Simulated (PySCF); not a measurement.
**Assignment exercise: C6H12N2Si**

Molfile (atoms numbered from 1):
```
C6H12N2Si
     RDKit          3D

 21 21  0  0  0  0  0  0  0  0999 V2000
   -2.8864   -0.9368    0.1109 C   0  0  0  0  0  0  0  0  0  0  0  0
   -1.9162    0.0775    0.4249 N   0  0  0  0  0  0  0  0  0  0  0  0
   -2.3013    1.4325    0.1501 C   0  0  0  0  0  0  0  0  0  0  0  0
   -0.5787   -0.2298    0.2192 C   0  0  0  0  0  0  0  0  0  0  0  0
    0.0139   -1.5348    0.2529 C   0  0  0  0  0  0  0  0  0  0  0  0
    1.3601   -1.3777    0.0303 C   0  0  0  0  0  0  0  0  0  0  0  0
    1.6382   -0.0447   -0.1545 N   0  0  0  0  0  0  0  0  0  0  0  0
    3.2449    0.6675   -0.3000 Si  0  0  0  0  0  4  0  0  0  0  0  0
    0.4481    0.6629   -0.0456 C   0  0  0  0  0  0  0  0  0  0  0  0
   -3.8761   -0.6209    0.4722 H   0  0  0  0  0  0  0  0  0  0  0  0
   -2.6407   -1.8787    0.6225 H   0  0  0  0  0  0  0  0  0  0  0  0
   -2.9683   -1.1528   -0.9758 H   0  0  0  0  0  0  0  0  0  0  0  0
   -3.3541    1.5829    0.4287 H   0  0  0  0  0  0  0  0  0  0  0  0
   -2.1801    1.7164   -0.9180 H   0  0  0  0  0  0  0  0  0  0  0  0
   -1.6954    2.1295    0.7510 H   0  0  0  0  0  0  0  0  0  0  0  0
   -0.4918   -2.4832    0.4164 H   0  0  0  0  0  0  0  0  0  0  0  0
    2.1477   -2.1276   -0.0193 H   0  0  0  0  0  0  0  0  0  0  0  0
    3.2094    1.7162   -1.3590 H   0  0  0  0  0  0  0  0  0  0  0  0
    4.1658   -0.4417   -0.6723 H   0  0  0  0  0  0  0  0  0  0  0  0
    3.6887    1.2925    0.9812 H   0  0  0  0  0  0  0  0  0  0  0  0
    0.4264    1.7418   -0.1742 H   0  0  0  0  0  0  0  0  0  0  0  0
  1  2  1  0
  2  3  1  0
  2  4  1  0
  4  5  1  0
  5  6  2  0
  6  7  1  0
  7  8  1  0
  7  9  1  0
  9  4  2  0
  1 10  1  0
  1 11  1  0
  1 12  1  0
  3 13  1  0
  3 14  1  0
  3 15  1  0
  5 16  1  0
  6 17  1  0
  8 18  1  0
  8 19  1  0
  8 20  1  0
  9 21  1  0
M  END
```

PySCF 2.14 calculation with geometry from PBE0-D3(BJ)/def2-SVP and GIAO PBE0/pcSseg-1 shieldings; in vacuum, averaged over atoms made equivalent by symmetry, fast rotation or ring inversion, single conformer, relativity neglected.

Referencing at the same level of theory: ¹³C and ¹H against TMS.

(1) Assign these signals to the numbered atoms. ¹³C{¹H} NMR (computed): δ 148.6 (C), 129.7 (CH), 106.5 (CH), 106.5 (CH), 41.0 (CH3).

(2) Assign these signals to the numbered atoms. ¹H NMR (600 MHz, computed): δ 6.47 (m, 1H), 6.06 (m, 1H), 5.90 (m, 1H), 4.96 (s, 3H), 2.61 (s, 6H).

Answers

(1) 
148.6 → C4, aromatic carbon bearing nitrogen: the electronegative substituent deshields the carbon that carries it
129.7 → C6, aromatic CH next to a ring nitrogen
106.5 → C5, aromatic CH: resonance donation from the substituent shields this position
106.5 → C9, aromatic CH next to a ring nitrogen: π donation from the O or N substituent raises the electron density at positions ortho and para to it
41.0 → C1/C3, methyl carbon bonded to N: the inductive effect lowers its shielding

C5 and C9 lie closer than the usual error of such a calculation, so a measured spectrum could show them in the other order.

(2) 
6.47 → H17, hydrogen on an aromatic CH next to a ring nitrogen: the ring current deshields protons in the ring plane
6.06 → H16, hydrogen on an aromatic CH: ortho or para to a lone-pair donor, hence upfield of benzene
5.90 → H21, hydrogen on an aromatic CH next to a ring nitrogen: π donation from the O or N substituent shields it against benzene
4.96 → H18/H19/H20, hydrogen on a silicon bonded to N
2.61 → H10/H11/H12/H13/H14/H15, hydrogen on a methyl carbon bonded to N: its carbon carries N, which withdraws density

Shifts are as computed. Against solution values, carbons near 30 ppm lie about +2 ppm off and those near 130 ppm about +5 ppm. Of 1211 compounds with measured shifts, 218 miss one by over three times the rms of a fit or turn the order of signals round; such compounds aren't used in these exercises. No couplings were computed; multiplicities are counted from neighbouring protons, with m where these are inequivalent, close in shift, in a saturated or five-membered ring or joined by F or P, and br s for small geminal =CH2 splittings.
